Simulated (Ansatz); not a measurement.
**Which method gave which barrier?**

Saddle point of AlH₂ClF₂, closed shell (AlHF₂ ([F][AlH][F]) + HCl → AlClF₂ ([F][Al]([F])[Cl]) + H₂; bonds formed: H2–H5; dative contacts that become bonds: Al1–Cl6; bonds broken: Al1–H2, H5–Cl6), PBE0-D4/def2-TZVP structure:

```json
{"atom": "Al1", "x (Å)": "-0.1536", "y (Å)": "-0.5512", "z (Å)": "-0.1698"}
{"atom": "H2", "x (Å)": "-1.0873", "y (Å)": "0.4910", "z (Å)": "0.6858"}
{"atom": "F3", "x (Å)": "-0.5516", "y (Å)": "-0.7348", "z (Å)": "-1.7484"}
{"atom": "F4", "x (Å)": "0.5069", "y (Å)": "-1.7824", "z (Å)": "0.6861"}
{"atom": "H5", "x (Å)": "-0.0125", "y (Å)": "1.2488", "z (Å)": "0.5421"}
{"atom": "Cl6", "x (Å)": "1.2982", "y (Å)": "1.3289", "z (Å)": "0.0042"}
```

Computed with Ansatz 0.2.0 (basis: def2-TZVPP, with def2-QZVPP for the basis limit); correlated methods freeze the cores. Extrapolation: Hartree–Fock as exp(−7.88 √X), correlation as X^−2.97. Four methods, as single points on the PBE0-D4 structures, gave these electronic barriers from the start structure: 11.8, 25.2, 50.5, 74.6 kJ/mol.

(1) The methods were, in alphabetical order, BHLYP-D4, HF, r2SCAN-D4, SPW92. Which gave which? (Judge from chemistry; the calculation decides.)

No T1 diagnostic of these runs exceeds 0.012. The end structure is not quite a true minimum (one mode of 33i cm⁻¹).

Answers

(1) By the calculation: SPW92 11.8; r2SCAN-D4 25.2; BHLYP-D4 50.5; HF 74.6 kJ/mol. For comparison, CCSD(T) at an estimated basis limit (MP2 extrapolated from triple and quadruple zeta, plus CCSD(T) − MP2 in triple zeta) gives 44.3 kJ/mol.

Labels in which every atom is bracketed show which atoms are joined, not bond orders.

For scale, one of the runs: CCSD(T)/def2-TZVPP, 174 basis functions, launched by `ansatz run in.yaml --threads 2 --pin off --events-out ev --progress --plain --max-ram 4352MiB`. Time: 15 s of wall clock on 2 CPU threads of an Intel Xeon 6975P-C; the host was shared. Peak host memory: 1.6 GiB.
